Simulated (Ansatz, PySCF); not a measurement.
1,1,2-trichloro-2-fluoroethene (C2Cl3F), SMILES FC(Cl)=C(Cl)Cl. Atoms are numbered in the order given.

```xyz
6

F      1.9102    -0.6805     0.0000
C      0.5879    -0.6500     0.0000
Cl    -0.1457    -2.2014     0.0000
C     -0.0859     0.5144     0.0000
Cl    -1.8080     0.5919     0.0000
Cl     0.7723     2.0153     0.0000
```
Charge 0, spin multiplicity 1.

Coordinates come from a B3LYP-D3(BJ)/def2-SVP optimisation.

Two levels are set side by side: PBE-D3(BJ)/def2-SVP (Ansatz, an electronic-structure program) and B3LYP-D3(BJ)/def2-SVP (Ansatz). Each level has its own optimised geometry; the coordinates shown are those of the second. Frequencies come from the Hessian of PySCF at each geometry. Differences are taken from unrounded values.

```tsv
quantity	B3LYP-D3(BJ)
mean bond length (Å)	1.567
bond F1–C2 (Å)	1.323
bond C2–Cl3 (Å)	1.716
bond C2–C4 (Å)	1.345
bond C4–Cl5 (Å)	1.724
bond C4–Cl6 (Å)	1.729
highest harmonic wavenumber (cm⁻¹)	1709
mean harmonic wavenumber (cm⁻¹)	621
zero-point energy (kcal/mol)	10.65
```

What does PBE-D3(BJ) give, and how far is it from B3LYP-D3(BJ)? (Estimate from the structure and the level; the computed values follow.)


| quantity | PBE-D3(BJ) | PBE-D3(BJ) minus B3LYP-D3(BJ) |
|---|---|---|
| mean bond length (Å) | 1.571 | 0.004 |
| bond F1–C2 (Å) | 1.329 | 0.006 |
| bond C2–Cl3 (Å) | 1.717 | 0.001 |
| bond C2–C4 (Å) | 1.358 | 0.013 |
| bond C4–Cl5 (Å) | 1.723 | -0.001 |
| bond C4–Cl6 (Å) | 1.728 | -0.001 |
| highest harmonic wavenumber (cm⁻¹) | 1653 | -56 |
| mean harmonic wavenumber (cm⁻¹) | 603 | -18 |
| zero-point energy (kcal/mol) | 10.35 | -0.31 |
